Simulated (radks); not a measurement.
The numbers below are computed, except where a source is named.
Q: Coherent X-ray form factor from a spherical all-electron density. Level of theory: scalar-relativistic Kohn-Sham, AM05, spin-polarised, spherical densities, finite nucleus; Fermi nuclear charge, rms radius of each element as measured or else 0.836 A^(1/3) + 0.57 fm (a radial shooting solver on a logarithmic mesh with Libxc functionals).

| sin(theta)/lambda (1/angstrom) | f0 (electrons) |
|---|---|
| 0.05 | 28.599 |
| 0.1 | 27.506 |
| 0.15 | 25.972 |
| 0.2 | 24.231 |
| 0.25 | 22.437 |
| 0.3 | 20.670 |
| 0.4 | 17.376 |
| 0.5 | 14.545 |
| 0.6 | 12.248 |
| 0.8 | 9.140 |
| 1 | 7.437 |
| 1.25 | 6.267 |
| 1.5 | 5.459 |
| 2 | 4.047 |

The species is in the configuration that NIST lists as its ground one. Which atom or ion scatters so?

A: The zinc ion Zn+, [Ar] 3d10 4s1. Extrapolating in s^2 from the first two rows gives f0(0) = 29.0, near the electron count 29; among species with that count, the fall with angle is slower the higher Z, and the table is that of Z = 30; from so few rows the species is fixed only to a neighbour or two.
